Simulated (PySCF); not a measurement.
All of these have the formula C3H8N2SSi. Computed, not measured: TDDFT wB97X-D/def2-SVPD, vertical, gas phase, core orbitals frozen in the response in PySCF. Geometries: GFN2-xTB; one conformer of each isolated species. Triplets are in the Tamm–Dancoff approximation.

A. `C#CCS[SiH](N)N`
B. `N[SiH](N)C#CCS`
C. `N#CCSC[SiH2]N`
D. `CN[Si@H](C#N)SC`

Lowest singlet levels (six at most, fewer where fewer were computed) with oscillator strengths:

1. 215 nm (f 0.016); 208 nm (f 0.010); 203 nm (f 0.011); 195 nm (f 0.001); 190 nm (f 0.024); 173 nm (f 0.005); T1 5.41 eV
2. 238 nm (f 0.002); 200 nm (f 0.021); 189 nm (f 0.022); 184 nm (f 0.010); 173 nm (f 0.003); 172 nm (f 0.004); T1 4.69 eV
3. 232 nm (f 0.008); 215 nm (f 0.003); 205 nm (f 0.095); 198 nm (f 0.013); 198 nm (f 0.015); 184 nm (f 0.020); T1 4.74 eV
4. 230 nm (f 0.002); 197 nm (f 0.002); 195 nm (f 0.041); 189 nm (f 0.018); 187 nm (f 0.002); 185 nm (f 0.023); T1 4.88 eV

**Question.** Match each spectrum to its molecule.

**Answer.** 1 = D, 2 = C, 3 = B, 4 = A.
- A: S1 at 5.40 eV, HOMO→LUMO (81%); Löwdin shares by element: HOMO sulfur 70%, carbon 13% or more, silicon 6%; LUMO sulfur 35%, carbon 18% or more, silicon 15% (atoms not listed hold the other 32%); HOMO -8.68 and LUMO 1.53 eV.
- B: S1 at 5.33 eV, HOMO→LUMO (66%), HOMO→LUMO+1 (14%); Löwdin shares by element: HOMO sulfur 67%, carbon 22%; LUMO carbon 45%, sulfur 31% (atoms not listed hold the other 24%); HOMO -8.89 and LUMO 1.26 eV.
- C: S1 at 5.22 eV, HOMO→LUMO (81%), HOMO→LUMO+1 (11%); Löwdin shares by element: HOMO sulfur 70%, carbon 18% or more; LUMO sulfur 32%, carbon 25% or more, nitrogen 13% or more (atoms not listed hold the other 30%); HOMO -8.96 and LUMO 1.17 eV.
- D: S1 at 5.76 eV, HOMO→LUMO (70%), HOMO→LUMO+2 (22%); Löwdin shares by element: HOMO sulfur 71%, carbon 11% or more, silicon 7%; LUMO carbon 23% or more, nitrogen 22% or more, silicon 20%, sulfur 16% (atoms not listed hold the other 20%); HOMO -9.13 and LUMO 0.98 eV.
A and B have S1 within 0.07 eV of each other; their strongest listed levels stand at 6.36 eV (f 0.041) and 6.05 eV (f 0.095).
B and C have S1 within 0.12 eV of each other; their strongest listed levels stand at 6.05 eV (f 0.095) and 6.56 eV (f 0.022).
